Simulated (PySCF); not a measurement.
IRb, SMILES [Rb][I] (connectivity only; charge and spin as stated), charge +1, multiplicity 2. Atoms are numbered in the order given.

```xyz
2

Rb     0.0000     0.0000    -2.2318
I      0.0000     0.0000     1.5580
```
Charge +1, spin multiplicity 2.

Geometry: PBE0-D3(BJ)/def2-TZVPD. The spin state was assumed, not searched. The def2 effective core potentials stand for the cores of I, Rb; spin–orbit coupling is left out.

These are PBE/def2-TZVPD (PySCF) values and carry that method's errors.

Mulliken values depend strongly on the basis, most of all with diffuse functions as here. ESP charges are fitted to the potential on shells at 1.4 to 2.0 van der Waals radii. Atomic charges (e):

```json
[
 {"atom": "Rb1", "Mulliken": "0.96", "ESP fit": "0.88", "Mulliken spin": "0.00"},
 {"atom": "I2", "Mulliken": "0.04", "ESP fit": "0.12", "Mulliken spin": "1.00"}
]
```
